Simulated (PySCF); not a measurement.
C2H4N2OSi, SMILES N1=C[Si@@H](N=C1)O.

Geometry optimised at PBE-D3(BJ)/def2-SVP. The structure was generated by enumeration; whether it is a known compound was not checked. The values are those of a single conformer.

Computed with PySCF with PBE-D3(BJ)/def2-SVP.

Frequencies are harmonic and unscaled.

Q: Estimate the vibrational spectrum. (An estimate is asked for; the answer gives what the named calculation found.)

A: 
```tsv
mode	ν (cm⁻¹)	IR (km/mol)	moving atoms (share of kinetic energy)
1	131	5.8	O 34 %, N 26 %, Si 18 %, H 12 %, C 10 %
2	170	18.3	H 50 %, O 16 %, C 15 %, N 10 %, Si 10 %
3	274	94.4	H 59 %, O 26 %
4	394	32.5	N 43 %, H 21 %, O 14 %, C 12 %, Si 10 %
5	409	1.8	C 35 %, N 32 %, H 18 %, O 8 %
6	486	20.0	Si 39 %, N 26 %, C 21 %, H 11 %
7	626	10.2	C 36 %, Si 28 %, N 23 %, H 12 %
8	679	23.3	H 68 %, N 13 %, C 11 %
9	721	15.8	N 51 %, C 24 %, H 18 %
10	738	33.9	H 83 %, O 11 %
11	790	1.5	N 53 %, H 27 %, C 15 %
12	834	79.4	H 59 %, C 13 %, O 12 %, Si 10 %
13	866	206.2	H 83 %
14	912	86.7	Si 39 %, O 33 %, H 23 %
15	947	119.2	C 68 %, N 16 %, H 13 %
16	972	0.9	H 60 %, C 35 %
17	1227	12.1	H 75 %, C 14 %, N 10 %
18	1296	8.4	H 85 %
19	1537	26.3	C 51 %, N 47 %
20	1628	86.9	C 53 %, N 44 %
21	2214	80.5	H 97 %
22	3042	41.2	H 92 %, C 8 %
23	3064	9.7	H 92 %, C 8 %
24	3763	94.8	H 94 %
```
